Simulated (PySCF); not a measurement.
# Fine-structure interval along the 9-electron series

Calculated with PySCF 2.14 and a two-component X2C-1e Hamiltonian (Gaussian nucleus, no Breit or QED terms), each ion in its own even-tempered basis scaled to its charge; GMP2 freezes nothing and drops the highest virtual spinors. Values in cm⁻¹.

```tsv
ion	configuration	GHF (screened spin-orbit)	GMP2 (screened spin-orbit)	GHF (bare spin-orbit)
Kr²⁷⁺	[He] 2s2 2p5	456360	457200	483860
Sr²⁹⁺	[He] 2s2 2p5	580090	580950	613190
```

**Question.** Fill in the row of Rb²⁸⁺.

**Answer.** configuration: [He] 2s2 2p5; GHF (screened spin-orbit): 515400; GMP2 (screened spin-orbit): 516240; GHF (bare spin-orbit): 545600.
